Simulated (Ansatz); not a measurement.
cyclo-(F2GeNMe)3 (C3H9F6Ge3N3). Charge 0, multiplicity 3. Geometry PBE-D4/def2-SVP, that of the neutral singlet; atoms count from 1.

```csv
atom,x (Å),y (Å),z (Å)
Ge1,-0.6542,-0.0367,1.7564
F2,-0.9874,-1.3270,2.8874
F3,-1.0967,1.3667,2.6996
N4,-1.7230,-0.0854,0.2889
C5,-3.1839,0.0339,0.4813
Ge6,-1.0854,-0.3710,-1.3923
F7,-2.1190,0.4791,-2.5161
F8,-1.2762,-2.0323,-1.9046
N9,0.6161,0.2352,-1.6203
C10,1.0554,0.6177,-2.9790
Ge11,1.8306,0.3020,-0.2716
F12,2.6010,1.8704,-0.3179
F13,3.1972,-0.7572,-0.5282
N14,1.1150,-0.1459,1.3414
C15,2.0478,-0.5575,2.4155
H16,-3.6545,0.4140,-0.4467
H17,-3.6537,-0.9367,0.7467
H18,-3.3989,0.7647,1.2869
H19,1.7589,1.4727,-2.9201
H20,0.1825,0.9456,-3.5769
H21,1.5562,-0.2192,-3.5101
H22,1.5394,-1.2643,3.1001
H23,2.4131,0.3090,3.0062
H24,2.9197,-1.0779,1.9733
```

Single mean-field runs in def2-TZVP are fitted with def2-universal-jkfit. At PBE0-D4/def2-TZVP a singlet of charge 0 lies 5.15 eV below the triplet at the same geometry.

Question: Estimate the Mulliken populations from the PBE0/def2-TZVP orbitals of Ansatz.

Answer: 
| atom | charge (e) | spin (α − β) |
| --- | --- | --- |
| Ge1 | 0.70 | 0.32 |
| F2 | -0.35 | 0.02 |
| F3 | -0.35 | 0.01 |
| N4 | 0.03 | 0.69 |
| C5 | -0.41 | 0.06 |
| Ge6 | 0.66 | 0.37 |
| F7 | -0.35 | 0.01 |
| F8 | -0.34 | 0.02 |
| N9 | -0.25 | 0.13 |
| C10 | -0.36 | 0.03 |
| Ge11 | 0.85 | 0.13 |
| F12 | -0.36 | 0.01 |
| F13 | -0.36 | 0.01 |
| N14 | -0.30 | 0.02 |
| C15 | -0.36 | 0.03 |
| H16 | 0.19 | 0.02 |
| H17 | 0.20 | 0.07 |
| H18 | 0.19 | 0.03 |
| H19 | 0.16 | 0.00 |
| H20 | 0.16 | 0.01 |
| H21 | 0.16 | 0.02 |
| H22 | 0.16 | 0.00 |
| H23 | 0.15 | 0.00 |
| H24 | 0.17 | 0.00 |
Mulliken values depend strongly on the basis.

Question: Where does the spin sit?

Answer: Summed by element: Ge 0.81, F 0.07, N 0.84, C 0.13, H 0.15, of 2 unpaired in all. Largest on single atoms: N4 0.69, Ge6 0.37, Ge1 0.32.

Question: And the Mayer bond orders between heavy atoms (over 0.3)?

Answer: Ge1–F2 0.94 (1.75 Å); Ge1–F3 0.94 (1.75 Å); Ge1–N4 0.69 (1.82 Å); Ge1–N14 0.95 (1.82 Å); N4–C5 0.93 (1.48 Å); N4–Ge6 0.66 (1.82 Å); Ge6–F7 0.91 (1.75 Å); Ge6–F8 0.94 (1.75 Å); Ge6–N9 0.91 (1.82 Å); N9–C10 0.92 (1.48 Å); N9–Ge11 0.95 (1.82 Å); Ge11–F12 0.98 (1.75 Å); Ge11–F13 0.96 (1.75 Å); Ge11–N14 0.97 (1.82 Å); N14–C15 0.92 (1.48 Å).
